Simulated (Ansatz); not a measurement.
A made-up structure of BHS₂O, singlet:

```json
{"atom": "S1", "x (Å)": "-0.1874", "y (Å)": "1.2067", "z (Å)": "-0.9941"}
{"atom": "B2", "x (Å)": "0.2439", "y (Å)": "-0.2217", "z (Å)": "-0.0432"}
{"atom": "O3", "x (Å)": "1.1616", "y (Å)": "-1.1933", "z (Å)": "-0.0704"}
{"atom": "S4", "x (Å)": "0.0061", "y (Å)": "-1.3351", "z (Å)": "1.3172"}
{"atom": "H5", "x (Å)": "1.8535", "y (Å)": "-1.6563", "z (Å)": "-0.5682"}
```

It is relaxed with PBE-D4/def2-SVP and then PBE0-D4/def2-TZVP (Ansatz 0.2.0). Atoms count as bonded within 1.22 times the sum of their covalent radii (H–H: 0.88 Å). The end point is not checked to be a true minimum.

Question: Does its bonding change? (A judgement: the text doesn't fix the answer.)

Answer: Computed: Yes. Formed: S1–S4; broken: O3–S4.

Where it ends: The first stage lowers the energy by 3.61 eV in 17 steps. It ends as BHS₂O ([OH][B]1[S][S]1):
| atom | x (Å) | y (Å) | z (Å) |
| --- | --- | --- | --- |
| S1 | -0.4849 | 0.6151 | -0.5646 |
| B2 | 0.5551 | -0.6876 | 0.0728 |
| O3 | 1.6367 | -1.4274 | -0.1685 |
| S4 | -0.7061 | -0.4693 | 1.3016 |
| H5 | 2.0769 | -1.2305 | -0.9999 |

Labels in which every atom is bracketed show which atoms are joined, not bond orders.

For scale, one of the runs: PBE0-D4/def2-TZVP relaxation, 142 basis functions, launched by `ansatz run in.yaml --threads 2 --pin off --events-out ev --progress --plain --max-ram 4352MiB`. The run took about 15 s on 2 CPU threads of an Arm Neoverse V2 (shared host).
